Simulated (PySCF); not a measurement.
## Working out the ionisation energy of Br

Br [Ar] 3d10 4s2 4p5 (2P) → Br⁺ [Ar] 3d10 4s2 4p4 (3P). All numbers are calculated (PySCF 2.14, scalar relativity through the core potential, in aug-cc-pVQZ-PP with one added diffuse shell each of s, p, d, f, g type with ECP10MDF (8s7p6d4f3g, 114 functions)). Frozen: 3s2 3p6 3d10. Energies in hartree (1 hartree = 27.21139 eV):

```tsv
part	Br (lower)	Br⁺ (upper)
UHF	-415.493216	-415.099694
MP2 opposite-spin	-0.119140	-0.091117
MP2 same-spin	-0.032312	-0.024857
```

Question: What does Hartree-Fock give?

Answer: (-415.099694) − (-415.493216) = 0.393522 hartree = 10.708 eV.

Question: What do MP2 and SCS-MP2 (6/5 opposite-spin, 1/3 same-spin) give?

Answer: The opposite-spin parts differ by 0.763 eV and the same-spin parts by 0.203 eV. MP2: 10.708 + (0.763) + (0.203) = 11.674 eV. SCS-MP2: 10.708 + 1.2 × (0.763) + (0.203)/3 = 11.691 eV.

Measured between the centres of the two terms (NIST): 11.844 eV, so MP2 (valence) is off by -0.170 eV.

What remains against the reference includes basis incompleteness, the frozen core and correlation beyond second order.
